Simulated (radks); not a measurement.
Results of a calculation; reference values are marked as such.
Isoelectronic series with 13 electrons, all held in the configuration [Ne] 3s2 3p1, which need not be the ground one along the series. Code: a radial shooting solver on a logarithmic mesh with Libxc functionals. Model: Dirac Kohn-Sham, BLYP, spin-unpolarised, spherical densities, finite nucleus; open shells are shared between the two j in proportion to 2j + 1; Fermi nuclear charge, rms radius of each element as measured or else 0.836 A^(1/3) + 0.57 fm. Total energies (hartree) and orbital eigenvalues (eV):

ion,E (hartree),3p3/2,3p1/2
S3+,-396.74446,-40.1415,-40.2770
Ar5+,-521.42797,-81.8233,-82.1317
Ca7+,-663.81476,-136.0623,-136.6557
Ti9+,-823.97687,-202.6770,-203.7055
Cr11+,-1002.00453,-281.5867,-283.2449
Fe13+,-1198.00243,-372.7556,-375.2882
Ni15+,-1412.08909,-476.1711,-479.8794
Zn17+,-1644.39547,-591.8345,-597.0830
Ge19+,-1895.06654,-719.7564,-726.9798
Se21+,-2164.26121,-859.9541,-869.6643
Kr23+,-2452.15167,-1012.450,-1025.244
Sr25+,-2758.92498,-1177.272,-1193.839
Zr27+,-3084.78311,-1354.450,-1375.582
Mo29+,-3429.94206,-1544.020,-1570.618
Ru31+,-3794.64003,-1746.018,-1779.105
Pd33+,-4179.12925,-1960.488,-2001.214
Cd35+,-4583.67945,-2187.472,-2237.131
Sn37+,-5008.58500,-2427.018,-2487.056
